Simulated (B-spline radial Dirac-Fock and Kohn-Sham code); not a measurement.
Z = 40 (zirconium), transition energy 29 keV. Method: a Dirac-Hartree-Slater potential of the neutral atom with a Latter tail (no hole, which puts coefficients of high multipoles low close above an edge), finite nucleus with surface currents. Computed with a radial atomic solver. Subshells that would emit electrons below 1 keV are left out.

Question: A pure transition shows α(K) = 31700, L1/L2 = 5.10 and L1/L3 = 0.275. What is its multipolarity?
A. M4
B. E4
C. E2
D. M1
E. E3
F. E1
G. M2
H. M3

Answer: A. For comparison, α(K), L1/L2, L1/L3 are E1 3.38, 5.11, 3.04; E2 44.0, 0.249, 0.157; E3 406, 0.0150, 0.00979; E4 3540, 0.00165, 0.00109; M1 6.33, 13.9, 42.9; M2 189, 9.95, 3.35; M3 2680, 6.86, 0.643.
